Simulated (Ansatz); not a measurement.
Reading a saddle point

A first-order saddle point of Si$_{2}$NH$_{9}$O, singlet, PBE0-D4/def2-TZVP, with one imaginary mode of 762i cm⁻¹:

```
13
angstrom
Si 0.0148 -0.7894 -0.0600
O -1.3584 0.1005 0.8434
H -0.7442 -1.2356 -1.2469
H 1.4635 -0.5932 -0.3536
N 0.1755 -1.9292 1.2275
H -0.9604 0.9493 0.2756
Si 0.3275 1.7742 -1.0742
H -1.1584 0.1946 1.7868
H -0.6063 -2.4356 1.6113
H 1.0218 -2.4720 1.2765
H 1.5803 2.3224 -0.4649
H 0.7412 1.1439 -2.3672
H -0.4973 2.9700 -1.4541
```

Computed with Ansatz 0.2.0 (basis: def2-TZVPP and def2-QZVPP); correlated methods freeze the cores. Extrapolation: Hartree–Fock as exp(−7.88 √X), correlation as X^−2.97.

(1) Which contacts change along the imaginary mode, and what lies on either side? (A judgement: the text doesn't fix the answer.)

(2) Which side is lower, and how far does the saddle lie above each? (An estimate is asked for; the value comes from the calculation.)

No T1 diagnostic of these runs exceeds 0.013.

Results:

(1) Computed: The step is SiNH₅O ([NH2][SiH2][OH]) + SiH₄ → Si₂NH₇ ([NH2][SiH2][SiH3]) + H₂O, with the molecules in contact on both sides. Shortening one way: Si1–Si7, O2–H6; lengthening the same way: Si1–O2, H6–Si7.
| pair | one side (Å) | saddle (Å) | other side (Å) |
| --- | --- | --- | --- |
| Si1–Si7 | 4.00 | 2.77 | 2.35 |
| O2–H6 | 3.29 | 1.10 | 0.96 |
| Si1–O2 | 1.65 | 1.87 | 3.47 |
| H6–Si7 | 1.48 | 2.04 | 3.68 |

(2) Computed: The side with Si1–O2, H6–Si7 short is lower by 94.2 kJ/mol; the saddle lies 266.8 kJ/mol above it and 172.6 kJ/mol above the other (CCSD(T) at an estimated basis limit (MP2 extrapolated from triple and quadruple zeta, plus CCSD(T) − MP2 in triple zeta); electronic energies).

Labels in which every atom is bracketed show which atoms are joined, not bond orders.

For scale, one of the runs: CCSD(T)/def2-TZVPP, 272 basis functions, launched by `ansatz run in.yaml --threads 8 --pin off --events-out ev --progress --plain --max-ram 19148MiB`. Time: 65 s of wall clock on 8 CPU threads of an Intel Xeon Platinum 8259CL; the host was shared. Peak host memory: 6.9 GiB.
